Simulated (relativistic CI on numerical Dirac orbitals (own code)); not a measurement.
## Ni⁴⁺: K-beta X-ray emission

Computed with this model: Dirac-Coulomb-Breit CI, separate exchange-only KLI orbitals for each configuration, model QED, valence Slater integrals scaled by 0.8, multiplet model of X-ray emission after core ionisation; configurations [Ar] 3d6 → 1s 2s2 2p6 3s2 3p6 3d6 → [Ne] 3s2 3p5 3d6; 300 K; Lorentzian 1.6 eV and Gaussian 1 eV FWHM. Energies are those of the free ion, without screening or charge transfer. S is read from ⟨S²⟩ = S(S + 1).

Field parameters in Wybourne normalisation: Td as Oh with Dq negative (B⁴₀ = 21Dq, B⁴₄ = √(5/14) B⁴₀). The field is a parameter set, without covalency.

free ion: ground-state S = 2.00, centroid 8268.39 eV. Peaks (eV, height): 8252.6 (43), 8256.4 (15), 8263.6 (8), 8268.2 (49), 8274.0 (100), 8275.6 (98).

Td, 10Dq = -6150 cm⁻¹: ground-state S = 2.00, centroid 8267.81 eV. Peaks (eV, height): 8252.4 (41), 8255.6 (20), 8263.2 (8), 8268.0 (37), 8275.0 (100).

Td, 10Dq = -10050 cm⁻¹: ground-state S = 2.00, centroid 8267.79 eV. Peaks (eV, height): 8252.2 (38), 8255.4 (20), 8263.0 (7), 8267.6 (31), 8274.8 (100).

Td, 10Dq = -17850 cm⁻¹: ground-state S = 1.99, centroid 8267.80 eV. Peaks (eV, height): 8251.8 (33), 8255.0 (22), 8262.8 (6), 8267.0 (24), 8274.6 (100).

Strongest unbroadened transitions for free ion:

| Energy (eV) | Relative strength |
| --- | --- |
| 8251.24 | 23.5 |
| 8252.59 | 39.3 |
| 8252.99 | 10.8 |
| 8256.41 | 16.3 |
| 8267.98 | 33.3 |
| 8268.06 | 19.7 |
| 8268.50 | 5.6 |
| 8269.96 | 3.8 |
| 8270.94 | 5.0 |
| 8271.38 | 11.8 |
| 8271.53 | 7.4 |
| 8273.55 | 10.2 |
| 8273.65 | 6.7 |
| 8273.70 | 15.2 |
| 8273.90 | 76.0 |
| 8274.01 | 4.7 |
| 8275.51 | 11.7 |
| 8275.85 | 100.0 |
